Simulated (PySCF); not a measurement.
Which basis set comes closest?

Molecule: SMILES Fc1ccncc1, C5H4FN.

Numbering as in the mapped SMILES `[F:1][c:2]1[cH:3][cH:4][n:5][cH:6][cH:7]1`. Each H is labelled by its parent atom.

Geometry PBE0-D3(BJ)/def2-SVP throughout; GIAO in PySCF 2.14, gas phase, one conformer, non-relativistic; equivalent atoms averaged; functional PBE0.

Reference values (estimated from measurements, as parent shift plus tabulated substituent increments; solution, not stated per compound (mostly CDCl3 or CCl4); Pretsch, Buehlmann, Badertscher, Structure Determination of Organic Compounds, 4th ed. (2009)): δ(C4/C6) = 152.5 ppm, δ(C3/C7) = 111.8 ppm, δ(C2) = 168.7 ppm, δ(H(C4)/H(C6)) = 8.52 ppm, δ(H(C3)/H(C7)) = 7.22 ppm. Computed shifts are taken against TMS, calculated as an isolated molecule at each level.

How do the basis sets STO-3G, pcSseg-0, 6-31G, 6-31G*, cc-pVDZ, def2-SVP, pcSseg-1, aug-cc-pVDZ, 6-311+G(2d,p), def2-TZVP, cc-pVTZ, IGLO-III, pcSseg-2 perform against the reference? Times are CPU seconds on shared hosts with different chips, so compare them loosely.

Results:


```csv
basis set,functions,C4/C6,C3/C7,C2,H(C4)/H(C6),H(C3)/H(C7),mean abs. error C,mean abs. error H,core-s
STO-3G,39,121.9,101.1,130.2,8.60,6.94,26.6,0.18,3.2
pcSseg-0,71,165.7,123.9,185.6,9.22,7.05,14.1,0.44,5.3
6-31G,71,147.0,111.0,164.0,8.98,7.08,3.7,0.30,6.1
6-31G*,106,145.7,107.0,161.3,8.65,6.67,6.3,0.34,9.3
cc-pVDZ,118,150.7,112.0,167.6,8.64,6.74,1.0,0.30,10
def2-SVP,118,149.9,110.0,167.4,8.45,6.74,1.9,0.27,9.7
pcSseg-1,139,158.1,116.0,176.2,8.75,6.97,5.8,0.24,12
aug-cc-pVDZ,197,151.3,110.0,166.5,8.94,7.14,1.7,0.25,21
"6-311+G(2d,p)",213,156.2,114.2,174.1,8.85,7.08,3.8,0.23,27
def2-TZVP,241,157.9,115.2,176.7,8.84,7.02,5.6,0.26,29
cc-pVTZ,266,156.8,114.4,175.2,8.79,7.02,4.5,0.23,32
IGLO-III,285,161.5,118.4,180.0,8.84,7.07,9.0,0.23,37
pcSseg-2,308,162.9,119.2,181.5,8.84,7.08,10.2,0.23,41
```

For $^{13}$C the closest is cc-pVDZ (1.0 ppm) and the furthest STO-3G (26.6 ppm).

For $^{1}$H the closest is STO-3G (0.18 ppm) and the furthest pcSseg-0 (0.44 ppm). Where a smaller basis beats a larger one, errors probably cancel; the largest sets show where the functional converges. One molecule is a small sample, and vibrational and solvent effects are absent from the calculation.

A small basis that lands close on one nucleus may do so by chance; judge by the trend and by all nuclei.
